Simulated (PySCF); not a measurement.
# Ga²⁺ (gallium, charge +2) across methods

[Ar] 3d9 4s2, 2D determinant (an excited configuration). Computed with PySCF 2.14 in x2c-QZVPPall with one added diffuse shell each of s, p, d, f type (12s8p6d5f1g, 110 functions), with scalar relativity by spin-free X2C-1e.

```csv
method,E (hartree),mean ε 3d β (eV),mean ε 4s α (eV),mean ε 4s β (eV),Σ⟨r²⟩ (bohr²),⟨S²⟩
PBE,-1942.051,-46.897,-28.627,-28.378,20.18,0.750
UHF,-1940.76744,-60.317,-31.768,-31.484,20.40,0.751
r2SCANh,-1942.276,-49.008,-29.286,-29.025,20.15,0.751
r2SCAN,-1942.289,-47.635,-28.900,-28.638,20.14,0.751
LDA,-1939.158,-47.178,-28.992,-28.753,20.12,0.750
PBE0,-1942.069,-50.524,-29.637,-29.386,20.18,0.750
M06-L,-1942.251,-47.319,-28.538,-28.313,20.05,0.751
```

Task: Estimate the same row for LC-wPBE.

Result: E (hartree) = -1942.085; mean ε 3d β (eV) = -52.459; mean ε 4s α (eV) = -32.569; mean ε 4s β (eV) = -32.323; Σ⟨r²⟩ (bohr²) = 20.15; ⟨S²⟩ = 0.750.
